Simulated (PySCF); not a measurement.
PySCF job for Ti(OH)2 (H2O2Ti), SMILES [OH][Ti][OH] (connectivity only; charge and spin as stated), neutral, multiplicity 3, PBE-D3(BJ)/def2-TZVP. Geometry: PBE-D3(BJ)/def2-TZVP. The geometry has at least one imaginary mode, so it is a saddle point at that level. The multiplicity is an assumed one; other spin states were not compared. One conformer was computed; it need not be the lowest.

```python
import numpy as np
from pyscf import gto, scf, dft, df
from pyscf.hessian import thermo

mol = gto.M(
    atom='''
    Ti    0.00000000    0.00000000    0.00000000
    O     0.00000000    0.00000000   -1.81939577
    H     0.00000000    0.00000000   -2.78275088
    O     0.00000000    0.00000000    1.81939577
    H     0.00000000    0.00000000    2.78275088
    ''',
    basis='def2-TZVP',
    charge=0,
    spin=2,
    max_memory=1600,
    verbose=3,
)
mf = dft.UKS(mol, xc='pbe').density_fit(auxbasis='def2-universal-jkfit')
mf.disp = 'd3bj'
mf.grids.level = 3
mf.conv_tol = 1e-11
mf.max_cycle = 100
mf.kernel()
fine, coarse = mf.grids, dft.Grids(mol).set(level=1).build(with_non0tab=True)
for _ in range(3):  # follow internal instabilities
    mf.grids = coarse
    mo, _, stable, _ = mf.stability(return_status=True, nroots=4)
    mf.grids = fine
    if stable:
        break
    mf.kernel(mf.make_rdm1(mo, mf.mo_occ))

# analytic Hessian; the response equations are solved on a coarser grid
h, args, fine = mf.Hessian(), (mf.mo_energy, mf.mo_coeff, mf.mo_occ), mf.grids
h.max_memory = max(150, 2.5e-5 * df.make_auxmol(mol, mf.with_df.auxbasis).nao * mol.nelec[0] * (mol.nelec[0] + mol.nao))  # MB; small integral blocks
h1ao = h.make_h1(mf.mo_coeff, mf.mo_occ)
mf.grids = dft.Grids(mol).set(level=1).build(with_non0tab=True)
mo1, mo_e1 = h.solve_mo1(*args, h1ao)
mf.grids = fine
hess = h.hess_elec(*args, mo1, mo_e1, h1ao) + h.hess_nuc()
if mf.do_disp():
    hess += h.get_dispersion()
for i in range(mol.natm):  # the analytic DFT Hessian lacks the response of the grid: restore translational invariance
    hess[i, i] -= hess[i].sum(axis=0)
hess = (hess + hess.transpose(1, 0, 3, 2)) / 2
vib = thermo.harmonic_analysis(mol, hess, imaginary_freq=False)
thermo.dump_normal_mode(mol, vib)
th = thermo.thermo(mf, vib['freq_au'][vib['freq_au'] > 0], 298.15, 101325)
thermo.dump_thermo(mol, th)
g0 = mf.nuc_grad_method().set(verbose=0).kernel()

# dipole derivatives [dipole axis, atom, xyz] from the same response
r, irp = mol.intor('int1e_r'), mol.intor('int1e_irp').reshape(3, 3, mol.nao, mol.nao)
sl, dm0, ok = mol.aoslice_by_atom(), np.array(mf.make_rdm1()), []
dmu = np.einsum('a,xt->xat', mol.atom_charges(), np.eye(3))
for a, (_, _, p0, p1) in enumerate(sl):
    dmu[:, a] += 2 * np.einsum('xtij,ij->xt', irp[:, :, :, p0:p1], dm0.reshape(-1, mol.nao, mol.nao).sum(0)[:, p0:p1])
    for u, c, occ, f in zip(mo1, mf.mo_coeff, mf.mo_occ, (2, 2)):
        dmu[:, a] -= f * np.einsum('tui,xuv,vi->xt', u[a], r, c[:, occ > 0], optimize=True)
L = vib['norm_mode']
ir = 974.8801 * (np.einsum('xat,kat->kx', dmu, L) ** 2).sum(1)       # km/mol
apt = np.einsum('xax->a', dmu) / 3
print('mode   freq/cm-1   IR/(km/mol)')
for k, w in enumerate(vib['freq_wavenumber']):
    print(f'{k + 1:4d} {w:11.2f} {ir[k]:13.3f}')
print('max |gradient| / (hartree/bohr):', abs(g0).max())
print('APT charges:', apt.round(4))
```

It prints:

```

WARN: HOMO -0.178948670278409 >= LUMO -0.180264561976225


WARN: HOMO -0.0523556865566329 >= LUMO -0.0663500391371465


WARN: HOMO 0.0192223029434462 >= LUMO -0.0191314729654124

converged SCF energy = -1000.87166570349  <S^2> = 2.0067832  2S+1 = 3.0045187
<class 'pyscf.df.df_jk.DFUKS'> wavefunction has an internal instability
converged SCF energy = -1000.87168975836  <S^2> = 2.0067825  2S+1 = 3.0045182
<class 'pyscf.df.df_jk.DFUKS'> wavefunction is stable in the internal stability analysis

WARN: DFTD3 does not support analytical Hessian, using finite difference


WARN: Mole.unit (angstrom) is changed to Bohr

Mode                                 0                   1                   2
Irrep
Freq [cm^-1]                      -80.8064            -80.8063            388.0322
Reduced mass [au]                   2.9440              2.9440              1.4821
Force const [Dyne/A]               -0.0113             -0.0113              0.1315
Char temp [K]                    -116.2624           -116.2623            558.2919
Normal mode                   x     y     z       x     y     z       x     y     z
       0  Ti                 0.09  0.00 -0.00    0.00 -0.09 -0.00    0.02  0.03 -0.00
       1   O                -0.10 -0.01  0.00   -0.01  0.10  0.00   -0.04 -0.08  0.00
       2   H                -0.39 -0.02  0.00   -0.02  0.39  0.00    0.26  0.51  0.00
       3   O                -0.10 -0.01 -0.00   -0.01  0.10 -0.00   -0.04 -0.08 -0.00
       4   H                -0.39 -0.02 -0.00   -0.02  0.39 -0.00    0.26  0.51 -0.00
Mode                                 3                   4                   5
Irrep
Freq [cm^-1]                      388.0322            422.7626            422.7626
Reduced mass [au]                   1.4821              1.1459              1.1459
Force const [Dyne/A]                0.1315              0.1207              0.1207
Char temp [K]                     558.2919            608.2612            608.2612
Normal mode                   x     y     z       x     y     z       x     y     z
       0  Ti                -0.03  0.02 -0.00    0.00  0.00 -0.00   -0.00  0.00  0.00
       1   O                 0.08 -0.04  0.00    0.06  0.03  0.00   -0.03  0.06  0.00
       2   H                -0.51  0.26  0.00   -0.60 -0.27  0.00    0.27 -0.60  0.00
       3   O                 0.08 -0.04 -0.00   -0.06 -0.03 -0.00    0.03 -0.06 -0.00
       4   H                -0.51  0.26 -0.00    0.60  0.27 -0.00   -0.27  0.60 -0.00
Mode                                 6                   7                   8
Irrep
Freq [cm^-1]                      656.3309            769.5176           3838.5514
Reduced mass [au]                   8.3668             12.7568              1.0684
Force const [Dyne/A]                2.1235              4.4507              9.2748
Char temp [K]                     944.3141           1107.1645           5522.8208
Normal mode                   x     y     z       x     y     z       x     y     z
       0  Ti                 0.00 -0.00 -0.00    0.00 -0.00 -0.09    0.00 -0.00  0.00
       1   O                -0.00  0.00  0.17   -0.00  0.00  0.13   -0.00 -0.00 -0.04
       2   H                 0.00 -0.00  0.17    0.00 -0.00  0.13   -0.00  0.00  0.68
       3   O                -0.00  0.00 -0.17   -0.00  0.00  0.13   -0.00  0.00 -0.04
       4   H                 0.00 -0.00 -0.17    0.00 -0.00  0.13    0.00 -0.00  0.68
Mode                                 9
Irrep
Freq [cm^-1]                     3840.9038
Reduced mass [au]                   1.0695
Force const [Dyne/A]                9.2957
Char temp [K]                    5526.2055
Normal mode                   x     y     z
       0  Ti                -0.00  0.00 -0.00
       1   O                 0.00 -0.00 -0.04
       2   H                -0.00  0.00  0.68
       3   O                 0.00 -0.00  0.04
       4   H                 0.00 -0.00 -0.68
temperature 298.1500 [K]
pressure 101325.00 [Pa]
Rotational constants [GHz] inf 4.15843 4.15843
Symmetry number 2
Zero-point energy (ZPE) 0.02444 [Eh]   64161.070 [J/mol]
                           tot       elec      trans        rot        vib
Entropy [J/mol/K]       254.456      9.134    163.687     63.323     18.311
Cv [J/mol/K]             51.959      0.000     12.472      8.314     31.172
Cp [J/mol/K]             60.273      0.000     20.786      8.314     31.172
Internal energy [J/mol]                      3718.434   2478.956  67934.583
Internal energy [Eh]   -1000.84345  -1000.87169
Enthalpy [J/mol]                             6197.391   2478.956  67934.583
Enthalpy [Eh]          -1000.84251
Gibbs free energy [J/mol]                  -42605.872 -16400.831  62475.058
Gibbs free energy [Eh] -1000.87141
mode   freq/cm-1   IR/(km/mol)
   1      -80.81        18.284
   2      -80.81        18.284
   3      388.03       187.157
   4      388.03       187.157
   5      422.76         0.000
   6      422.76         0.000
   7      656.33         0.000
   8      769.52       313.981
   9     3838.55       353.208
  10     3840.90         0.000
max |gradient| / (hartree/bohr): 2.590797709467589e-05
APT charges: [ 0.9968 -0.8159  0.3177 -0.8159  0.3177]
```

Self-consistency was reached. The end point has an imaginary mode, so it is no minimum.

Cost: about 3 core-minutes (a rough figure).
